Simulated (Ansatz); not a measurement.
Ansatz results at the PBE0-D4/def2-TZVP geometry: LUMO energy (PBE0/def2-TZVPP) -1.42 eV; LUMO energy (ωB97M-V/def2-TZVPP) 0.75 eV; size of the dipole moment (PBE/def2-TZVPP) 2.77 D.

Problem. Which molecule gave them?
A. `OC1([SeH])CC1`
B. `C#C[SiH2]CO`
C. `OC#CC[SiH3]`
D. `CC1[SiH2]C1=O`

Solution. D. The others give `OC1([SeH])CC1`: 0.07, 1.92, 0.83; `OC#CC[SiH3]`: 0.47, 1.94, 2.00; `C#C[SiH2]CO`: -0.31, 1.61, 1.30.
